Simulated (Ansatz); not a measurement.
A nudged elastic band was laid between two geometries of C$_{3}$H$_{11}$NSi (16 atoms, charge 0, multiplicity 1).

These are results of Ansatz, RHF/def2-SVP, not measurements.

| Property | Result |
| --- | --- |
| movable images | 9 |
| climbing image | yes |
| spring | 5.0 eV/Å² |
| optimiser | quadratic models (default) |
| start path | IDPP |
| force threshold | 0.03 eV/Å |
| iteration limit | 60 |
| end points | relaxed |

Image 0:

```xyz
16
Properties=species:S:1:pos:R:3
C -0.128 1.913 -0.557
C 0.650 0.864 0.232
C 0.352 -0.591 -0.151
N 1.233 -1.469 0.615
Si -1.440 -1.132 0.231
H 0.194 2.918 -0.280
H 0.028 1.800 -1.632
H -1.203 1.854 -0.372
H 0.476 0.993 1.303
H 1.722 1.038 0.081
H 0.509 -0.686 -1.237
H 1.147 -2.428 0.332
H 2.198 -1.212 0.493
H -1.519 -2.612 0.136
H -2.404 -0.561 -0.743
H -1.837 -0.711 1.595
```

Image 10:

```xyz
16
Properties=species:S:1:pos:R:3
C 0.005 1.982 0.239
C 0.767 0.674 0.430
C 0.263 -0.501 -0.419
N 1.139 -1.648 -0.201
Si -1.510 -1.060 0.023
H 0.470 2.783 0.817
H -0.001 2.291 -0.809
H -1.034 1.907 0.567
H 0.755 0.382 1.483
H 1.820 0.843 0.178
H 0.259 -0.171 -1.471
H 0.908 -2.418 -0.802
H 2.099 -1.411 -0.384
H -1.672 -1.184 1.491
H -1.761 -2.382 -0.607
H -2.529 -0.110 -0.490
```

(1) What changes between the two ends?

(2) Give the energies along the band, and the barrier.

(3) What is the geometry of the highest image?

(4) What are the harmonic wavenumbers there?

The band took 6 iterations and of the order of 3 core-minutes.

## Answers

(1) No bond is made or broken. The dihedral N4–C3–Si5–H16 goes from 74 to -165°. The two ends are copies of one structure, up to a mirror image or an exchange of like atoms.

(2) The run converged. The highest image is number 5 of 0 to 10, 0.114 eV above the ends, which have the same energy within 2 meV. A vibrational analysis at the climbing image gives one clearly imaginary mode, 148i cm⁻¹: a first-order saddle point.

| image | path coordinate (Å) | energy (eV) | dihedral N4–C3–Si5–H16 (°) |
| --- | --- | --- | --- |
| 0 | 0.00 | 0.000 | 74 |
| 1 | 0.48 | 0.011 | 85 |
| 2 | 0.95 | 0.042 | 97 |
| 3 | 1.43 | 0.079 | 110 |
| 4 | 1.90 | 0.106 | 122 |
| 5 | 2.38 | 0.114 | 135 |
| 6 | 2.89 | 0.100 | 149 |
| 7 | 3.40 | 0.070 | 162 |
| 8 | 3.92 | 0.035 | 175 |
| 9 | 4.43 | 0.009 | -174 |
| 10 | 4.95 | 0.000 | -165 |

(3) 
```xyz
16
Properties=species:S:1:pos:R:3
C 0.021 2.015 0.049
C 0.717 0.715 0.441
C 0.263 -0.520 -0.352
N 1.211 -1.606 -0.117
Si -1.503 -1.121 0.120
H 0.418 2.852 0.627
H 0.175 2.242 -1.008
H -1.055 1.978 0.228
H 0.599 0.527 1.511
H 1.794 0.836 0.281
H 0.226 -0.230 -1.414
H 0.936 -2.460 -0.567
H 2.121 -1.368 -0.473
H -1.416 -2.373 0.908
H -2.294 -1.401 -1.107
H -2.235 -0.107 0.917
```

(4) 148i, 131, 210, 260, 286, 330, 340, 488, 613, 709, 738, 861, 917, 966, 1027, 1032, 1036, 1105, 1134, 1168, 1199, 1303, 1367, 1432, 1465, 1501, 1535, 1594, 1600, 1610, 1787, 2307, 2328, 2339, 3088, 3164, 3177, 3211, 3254, 3263, 3725, 3808 cm⁻¹.

Run time: 95 s on 2 threads of Intel(R) Xeon(R) 6975P-C (Granite Rapids), on a shared host, peak memory 0.31 GiB.
